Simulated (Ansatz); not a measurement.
`ClC1CBO1` + H₂ → `B1CCO1` + HCl  (hydrogenolysis of a C–Cl bond)

Isolated molecules relaxed with PBE0-D4/def2-TZVP in Ansatz; ΔE leaves out vibrations. CBS: MP2 limit from def2 TZ/QZ plus the TZ coupled-cluster correction, frozen cores. This one scheme is used for every species.

| species | CCSD(T)/CBS(def2) energy (Eh) |
| --- | --- |
| `ClC1CBO1` | -638.26993 |
| H₂ | -1.17544 |
| `B1CCO1` | -179.08918 |
| HCl | -460.38127 |

Question: Work out ΔE.

Answer: ΔE = (-179.08918) + (-460.38127) − (-638.26993) − (-1.17544) = -0.02508 Eh = -0.68 eV.

Largest T1 diagnostic among the species: 0.014.

From PBE to PBE0 (25 % exact exchange), in def2-TZVPP and without D4, ΔE moves by −0.07 eV. In def2-TZVPP, CCSD(T) changes the Hartree–Fock value by +0.19 eV (the triples alone add +0.06 eV) and MP2 by +0.25 eV.
